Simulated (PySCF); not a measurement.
CH₇AlO₂Si, SMILES C[O][AlH][O][SiH3].

The structure is a stationary point at PBE0-D3(BJ)/def2-SVP. The structure was generated by enumeration; whether it is a known compound was not checked. Other conformers were not sampled.

Two levels are set side by side: PBE/def2-TZVP (PySCF) and PBE0/def2-TZVP (PySCF). Same geometry, gas phase. Differences are taken from unrounded values.

```tsv
quantity	PBE0
orbital gap (eV)	7.88
highest occupied level (eV)	-8.20
lowest empty level (eV)	-0.32
dipole moment (D)	0.70
mean polarisability (bohr³)	68.3
```

### Question
What does PBE give, and how far is it from PBE0? (An estimate is asked for; the answer gives what the named calculation found.)

### Answer

```tsv
quantity	PBE	PBE minus PBE0
orbital gap (eV)	5.59	-2.28
highest occupied level (eV)	-6.70	1.49
lowest empty level (eV)	-1.11	-0.79
dipole moment (D)	0.72	0.02
mean polarisability (bohr³)	72.4	4.0
```

Without exact exchange PBE keeps part of each electron's self-repulsion, which lifts occupied levels and narrows the gap. PBE's more diffuse valence density responds more strongly to a field. Differences between two approximate levels are no errors against the true value.

Rough cost on one machine, each run with all the roots and properties that it gave: PBE0 against PBE within a factor of 2.
